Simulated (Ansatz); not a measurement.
`C[As](C)[SiH3]` → `C[AsH]C` + `[SiH2]` at 700 K and 1 bar (silylene loss).

Computed with Ansatz on PBE0-D4/def2-TZVP structures; ΔE is electronic, products minus reactants. CBS: MP2 limit from def2 TZ/QZ plus the TZ coupled-cluster correction, frozen cores. This one scheme is used for every species. For As outer-core shells are correlated without core-valence functions, which leaves a few kJ/mol of doubt a bond. Scalar relativity is left out up to krypton.

```csv
species,CCSD(T)/CBS energy (Eh),H − E (kJ/mol),S (J/(mol·K))
`C[As](C)[SiH3]`,-2605.61324,350.9,506.0
`C[AsH]C`,-2315.32263,279.0,405.7
`[SiH2]`,-290.19011,56.3,240.4
```

H − E and S are ideal-gas, rigid-rotor, harmonic terms from PBE0-D4/def2-TZVP. 1 Eh = 2625.50 kJ/mol, R = 8.31446 J/(mol·K).

**Question.** By hand: ΔE, ΔH, ΔS and ΔG.

**Answer.** ΔE = (-2315.32263) + (-290.19011) − (-2605.61324) = 0.10050 Eh = 263.9 kJ/mol. Δ(H − E) = 279.0 + 56.3 − 350.9 = -15.6, so ΔH = 248.3 kJ/mol. ΔS = 405.7 + 240.4 − 506.0 = 140.1 J/(mol·K). ΔG = 248.3 − 700 × (140.1)/1000 = 150.2 kJ/mol.

**Question.** By hand: the equilibrium constant, and the temperature at which ΔG would vanish if ΔH and ΔS stayed fixed.

**Answer.** log₁₀ K = −ΔG/(RT ln 10) = -11.2. ΔG = 0 at ΔH/ΔS = 1772 K.

The number of gas molecules changes by +1, which sets the sign of ΔS. A doubt of 5 kJ/mol in ΔE shifts log₁₀ K by 0.4 here. These are equilibria of isolated gas molecules and say nothing of rates. Largest T1 diagnostic: 0.014 (customary marks: 0.02 for closed shells, 0.045 for open ones).
